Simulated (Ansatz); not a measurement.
Born–Oppenheimer molecular dynamics of ClH5O3Sn (10 atoms, charge 0, multiplicity 1). It starts at the highest image of a converged band, a first-order saddle point between two minima.

Theory: RKS PBE-D4/def2-SVP in Ansatz 0.2.0.

```yaml
ensemble: NVE (velocity Verlet)
time_step: 0.5 fs
steps_asked: 200
starting_velocities_drawn_for: 300 K
seed: 8136
```

First frame:

```xyz
10
Properties=species:S:1:pos:R:3
Sn 0.205 0.253 -0.058
Cl -0.242 0.024 2.664
O 1.942 -0.268 -0.897
H 1.819 -1.182 -1.228
O -0.878 1.717 -0.877
H -1.681 1.293 -1.246
O -0.887 -1.411 -0.313
H -1.215 -1.683 0.568
H 1.127 1.512 1.071
H 0.683 1.060 1.891
```

(1) How far do the bonds stretch over the last three quarters of this one trajectory? (Pairs bonded in most of those frames.)

## Answers

(1) 
```json
{"bond": "Sn1–Cl2", "mean (Å)": "2.376", "spread (Å)": "0.160", "shortest": "2.15", "longest": "2.65"}
{"bond": "Sn1–O3", "mean (Å)": "1.999", "spread (Å)": "0.017", "shortest": "1.98", "longest": "2.03"}
{"bond": "Sn1–O5", "mean (Å)": "1.992", "spread (Å)": "0.035", "shortest": "1.94", "longest": "2.05"}
{"bond": "Sn1–O7", "mean (Å)": "2.004", "spread (Å)": "0.009", "shortest": "1.99", "longest": "2.02"}
{"bond": "O3–H4", "mean (Å)": "0.981", "spread (Å)": "0.013", "shortest": "0.96", "longest": "1.00"}
{"bond": "O5–H6", "mean (Å)": "0.982", "spread (Å)": "0.013", "shortest": "0.96", "longest": "1.01"}
{"bond": "O7–H8", "mean (Å)": "0.979", "spread (Å)": "0.005", "shortest": "0.97", "longest": "0.99"}
{"bond": "H9–H10", "mean (Å)": "0.774", "spread (Å)": "0.038", "shortest": "0.72", "longest": "0.83"}
```

Mean temperature of the second half: 1195 K. The conserved energy stayed within 0.15 meV per atom of its start (net change -0.083 meV per atom), so the integration is sound. The kinetic energy rose, since the run started high on the potential surface and went downhill. It ends in pieces (ClH3O3Sn + H2), so much of that is their flight and rotation, not heat. A run of 0.1 ps of so small a system gives no equilibrium averages. The orbitals stay closed-shell, which can raise the energy where a bond breaks towards radicals; this wasn't checked here.

Time of the run: 3.9 min on 4 threads of Intel(R) Xeon(R) Platinum 8259CL CPU @ 2.50GHz (Skylake/Cascade Lake) (shared host), peak memory 0.19 GiB.
